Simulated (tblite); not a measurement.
C8H13OP.
Structure used (GFN2-xTB), in Å, numbered top down from 1:
```
atom  x, y, z in Å
C1    -2.9333   -0.9853   -0.5017
C2    -1.7615   -0.3518    0.1313
C3    -1.1408    0.8435    0.1935
C4    -1.2841    2.2148   -0.3321
P5    -0.3907   -0.3623    1.3026
O6    -0.5159   -0.3577    2.7674
C7     1.1631   -1.1072    0.6702
C8     2.3462   -0.1767    0.9887
C9     2.3936    0.2213   -0.4935
C10    1.4121   -0.9119   -0.8240
H11   -3.6114   -1.3606    0.2643
H12   -2.6246   -1.8317   -1.1155
H13   -3.4635   -0.2658   -1.1248
H14   -2.2049    2.3074   -0.9067
H15   -0.4394    2.4694   -0.9727
H16   -1.3030    2.9281    0.4914
H17    1.2205   -2.1225    1.0695
H18    2.1271    0.6235    1.6956
H19    3.2342   -0.7095    1.3236
H20    3.3700    0.1552   -0.9690
H21    1.9762    1.2089   -0.6783
H22    0.5385   -0.6282   -1.4087
H23    1.8870   -1.7740   -1.2882
```

Method: GFN2-xTB as coded in tblite; computed harmonic values from a numerical Hessian at the method's own geometry, unscaled. Errors from tens to a few hundred cm⁻¹ against measured bands are possible. One conformer, not necessarily the lowest.

Harmonic wavenumbers (cm⁻¹): 34.0, 69.3, 83.2, 87.3, 96.3, 114.1, 175.2, 185.3, 212.2, 256.3, 322.1, 343.0, 380.9, 427.0, 577.6, 649.6, 722.5, 732.9, 809.4, 835.3, 880.6, 984.4, 993.7, 1005.4, 1014.7, 1018.8, 1038.5, 1059.4, 1065.3, 1079.5, 1094.1, 1168.4, 1172.1, 1200.3, 1217.9, 1235.4, 1242.5, 1259.5, 1262.3, 1269.4, 1383.3, 1386.2, 1456.9, 1460.3, 1462.5, 1467.0, 1467.3, 1469.0, 1486.8, 1737.7, 2930.8, 2985.4, 2993.4, 2995.5, 2997.1, 3005.0, 3006.7, 3009.7, 3011.3, 3012.4, 3013.1, 3018.3, 3020.4.

A = 1550, B = 892.1, C = 798.9 MHz; mass 156.070 u (most abundant isotopes); point group C1, symmetry number 1.

Zero-point energy?

½Σν̃ = 41576 cm⁻¹ = 118.87 kcal/mol.

What is S at 200 K and 1 bar for an ideal gas of classical rigid rotors and harmonic oscillators?

Translation 39.09, rotation 28.86, vibration 27.80: S = 95.7 cal/(mol K).

And Cp and H(200 K) − H(0)?

Cp = 33.70 cal/(mol K), of which vibrations give 25.75 (their classical limit is 63 R = 125.2); H(200 K) − H(0) = 4.48 kcal/mol without the zero-point energy, 2.89 from vibrations.

Blend soft modes into free rotors: weight 1/[1 + (100 cm⁻¹/ν̃)⁴] for the oscillator and the rest for a rotor with moment μB/(μ + B), μ = h/(8π²ν), B = 10⁻⁴⁴ kg m². What vibrational entropy results?

25.51 cal/(mol K) in place of 27.80, which changes −T·S at 200 K by +0.46 kcal/mol.

How do the functions run with temperature in this model?

```json
{"T (K)": "150", "S (cal/(mol K))": "86.8", "Cp (cal/(mol K))": "28.9", "H − H(0) (kcal/mol)": "2.92", "G − H(0) (kcal/mol)": "-10.10", "ln q(vib)": "4.84"}
{"T (K)": "250", "S (cal/(mol K))": "103.8", "Cp (cal/(mol K))": "38.9", "H − H(0) (kcal/mol)": "6.30", "G − H(0) (kcal/mol)": "-19.66", "ln q(vib)": "8.49"}
{"T (K)": "298.15", "S (cal/(mol K))": "111.1", "Cp (cal/(mol K))": "44.5", "H − H(0) (kcal/mol)": "8.30", "G − H(0) (kcal/mol)": "-24.84", "ln q(vib)": "10.13"}
{"T (K)": "400", "S (cal/(mol K))": "125.9", "Cp (cal/(mol K))": "56.4", "H − H(0) (kcal/mol)": "13.44", "G − H(0) (kcal/mol)": "-36.91", "ln q(vib)": "13.47"}
{"T (K)": "600", "S (cal/(mol K))": "152.6", "Cp (cal/(mol K))": "75.8", "H − H(0) (kcal/mol)": "26.77", "G − H(0) (kcal/mol)": "-64.82", "ln q(vib)": "19.77"}
{"T (K)": "900", "S (cal/(mol K))": "187.2", "Cp (cal/(mol K))": "94.5", "H − H(0) (kcal/mol)": "52.56", "G − H(0) (kcal/mol)": "-115.96", "ln q(vib)": "28.63"}
```

q(vib) and H(0) count from the zero-point level.

What must be added to the electronic energy to get the Gibbs energy at 200 K and 1 bar?

ZPE + [H(200 K) − H(0)] − T·S = 118.87 + 4.48 − 19.15 = 104.20 kcal/mol.

Which modes carry the vibrational entropy at 200 K?

34.0 cm⁻¹: 4.79; 69.3 cm⁻¹: 3.39; 83.2 cm⁻¹: 3.04; 87.3 cm⁻¹: 2.94; 96.3 cm⁻¹: 2.76; 114.1 cm⁻¹: 2.43 cal/(mol K); the other 57 give 8.45 together.

Hindered rotation and anharmonicity are outside this model. Other conformers, if any are populated, would add a mixing term that is left out. The structure is chiral; the term R ln 2 for an equal mix with its mirror image is left out.
